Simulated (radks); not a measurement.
The numbers below are computed, except where a source is named.
Excited configurations of the sulfur ion S2+: one electron is placed in a higher orbital outside [Ne] 3s2 3p1. The ground configuration is [Ne] 3s2 3p2. Code: a radial shooting solver on a logarithmic mesh with Libxc functionals. Model: scalar-relativistic Kohn-Sham, r2SCAN, spin-unpolarised, spherical densities, finite nucleus; meta-GGA in the generalised Kohn-Sham scheme; Fermi nuclear charge, rms radius 3.2611 fm. Excitation = E - E(ground); binding = E(ion) - E, where the ion is the core of charge +3; n* = 3/sqrt(2 binding) in atomic units, and the quantum defect is n - n*.

| outer orbital | excitation (eV) | binding (eV) | n* | quantum defect | eigenvalue (eV) | <r> (bohr) |
|---|---|---|---|---|---|---|
| 4p | 20.795 | 13.200 | 3.046 | 0.954 | -11.232 | 4.398 |
| 4d | 24.626 | 9.369 | 3.615 | 0.385 | -7.724 | 5.591 |
| 6s | 28.547 | 5.448 | 4.741 | 1.259 | -4.733 | 11.36 |
| 6d | 30.087 | 3.908 | 5.598 | 0.402 | -3.356 | 14.82 |
| 7s | 30.252 | 3.743 | 5.720 | 1.280 | -3.263 | 16.58 |
| 7d | 31.169 | 2.826 | 6.582 | 0.418 | -2.446 | 20.93 |
| 7f | 31.444 | 2.551 | 6.928 | 0.072 | -2.194 | 22.19 |

The Delta-SCF ionisation energy is 33.995 eV (NIST Atomic Spectra Database: 34.86 eV, semi-empirical). Self-interaction in the functional shifts the binding energies and quantum defects, so they are the method's values and not measured ones. Spin polarisation and multiplet splitting are left out, so open shells lie too high by an amount that depends on their filling.

Beside tabulated values, note that spin-unpolarised runs miss the spin-polarisation part of the exchange energy of open shells.
